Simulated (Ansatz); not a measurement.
Total energies of SiHMe3 (C3H10Si) from Ansatz at PBE0-D4/def2-TZVPD, gas phase (1 Eh = 27.2114 eV = 2625.5 kJ/mol). The reference geometry is relaxed at PBE-D4/def2-SVP.

| state | geometry | energy (Eh) |
| --- | --- | --- |
| charge 0 singlet | reference | -409.64496 |
| charge -1 doublet | reference | -409.60084 |
| free Si atom (triplet) | – | -289.24952 |
| free H atom (doublet) | – | -0.50104 |
| free C atom (triplet) | – | -37.80543 |

(1) Work out the vertical electron affinity, to the doublet.

(2) What is the binding energy per atom against free atoms?

(1) E(charge 0 singlet) − E(charge -1 doublet) = -409.64496 − (-409.60084) = -0.04412 Eh = -1.20 eV; negative, so the extra electron isn't bound.

(2) Atoms: 1 × (-289.24952) + 10 × (-0.50104) + 3 × (-37.80543) = -407.67621 Eh. Binding: -407.67621 − (-409.64496) = 1.96875 Eh = 53.57 eV, or 3.83 eV for each of 14 atoms (no zero-point energy, no counterpoise term).

At PBE0-D4/def2-TZVPD the highest occupied level of the charge -1 doublet lies above zero (up to 2.23 eV). By energy differences it is unbound by 1.20 eV (vertical, to the charge 0 singlet, at PBE0-D4/def2-TZVPD) and held by the finite basis.
